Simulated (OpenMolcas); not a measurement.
Ru4+ (d4) in a complex was computed by SS-CASPT2, IPEA 0.25 Eh, sigma2 regulariser 0.3 Eh with the d shell active (OpenMolcas, ANO-RCC-VTZP on the metal). Its lowest spin-free states, and all those of the highest spin:

```json
{"2S+1": "1", "Degeneracy": "1", "E (cm-1)": "0"}
{"2S+1": "3", "Degeneracy": "3", "E (cm-1)": "6160"}
{"2S+1": "5", "Degeneracy": "3", "E (cm-1)": "7740"}
{"2S+1": "3", "Degeneracy": "3", "E (cm-1)": "8740"}
{"2S+1": "1", "Degeneracy": "3", "E (cm-1)": "10550"}
{"2S+1": "1", "Degeneracy": "3", "E (cm-1)": "15070"}
{"2S+1": "3", "Degeneracy": "2", "E (cm-1)": "17560"}
{"2S+1": "3", "Degeneracy": "3", "E (cm-1)": "17970"}
{"2S+1": "3", "Degeneracy": "3", "E (cm-1)": "18040"}
{"2S+1": "3", "Degeneracy": "3", "E (cm-1)": "20090"}
{"2S+1": "3", "Degeneracy": "3", "E (cm-1)": "21480"}
{"2S+1": "1", "Degeneracy": "3", "E (cm-1)": "21540"}
{"2S+1": "5", "Degeneracy": "2", "E (cm-1)": "25020"}
```

Task: Is the site octahedral, tetrahedral or cube-like, axial, or of lower symmetry?

Result: The states with 2S+1 = 5 have orbital degeneracies 3, 2. Threefold states need a cubic site. For d4 at this spin an octahedron puts the twofold E below the threefold T2 and a tetrahedron or cube puts the threefold T2 below the twofold E, so the site is a tetrahedron or a cube, which this pattern cannot tell apart. The first gap at this spin, 17300 cm-1, is |10Dq| in ligand-field theory. The run had Ru4+ with 4 ligands (fluoride) in tetrahedral coordination (Td) at 1.84 Å. Ligand basis ANO-RCC-VDZP.

Roots that are degenerate in the reference are averaged as groups; the widest CASPT2 spread within a group is 460 cm-1 (the 3-fold group of multiplicity 3 near 6160 cm-1 above the lowest state of its run). Shifts and gaps below about the spread of the groups concerned are not significant. Over all roots computed the reference weight is 0.68 to 0.73; a low but even weight reflects the number of correlated electrons. The least metal-like active orbital is 72 % on the metal (Löwdin) and no ligand orbital is active, so the numbers are rough. Ligand-to-metal charge-transfer states are missing. These CASPT2 states fit no ligand-field parameters well, so their order and spin gaps are uncertain. With no ligand orbital active B as a rule stays too high, so bands that hang on it stand too high and its fall with covalency is understated. With one d shell and no ligand orbital active, 10Dq can be off by a tenth or more. The distance lies 2 % over the 1.8 Å that this model takes as the normal distance (a Shannon-type radius plus a fixed donor radius); by an R⁻⁵ law this alone changes a d-shell field by about -10 %. No measured value stands beside these numbers; the geometry is a model, was not optimised and need not be the one that this ion takes.
